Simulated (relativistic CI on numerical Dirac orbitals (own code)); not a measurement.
Method of calculation: Dirac-Coulomb-Breit CI, orbitals from a KLI potential per configuration, a model potential for QED, unscaled Slater integrals (own radial code, finite nucleus).

The strongest absorption lines from the ground level of an ion, among the configurations computed and to levels below about 1270 eV (vacuum wavelength in nm, gf): 2.0572 (0.023), 2.0715 (0.029), 2.2622 (0.0076), 2.4571 (1.6), 2.5225 (0.017), 2.5237 (1.7), 2.6394 (0.011), 2.7351 (0.44).

Task: Which ion is it?
A. Tm XLVI
B. Ac LXVI
C. Au LVI
D. Au LVIII

Result: C. Au LVI has 24 electrons and the ground level 3s2 3p6 3d6 3F_4; the strongest line goes to 3s2 3p5 3d7 3F°_4. The pattern of lines fixes the number of electrons, and along that sequence the line energies rise steadily with the charge (about as its square where n changes within one kind of shell, about linearly where n is kept but much faster in heavy ions where fine structure, which grows about as Z⁴, sets the gap, and irregularly where shells cross), which fixes Z. Configurations outside the model, such as inner-shell arrays, can give stronger lines. At this charge energies of transitions that change n are usually good to better than 1 %, and those within a shell (Δn = 0) to a few per cent.

LS names give the leading component of a level, which can be under half, so a name can repeat, a term be missing and a line seem to break the LS rules.
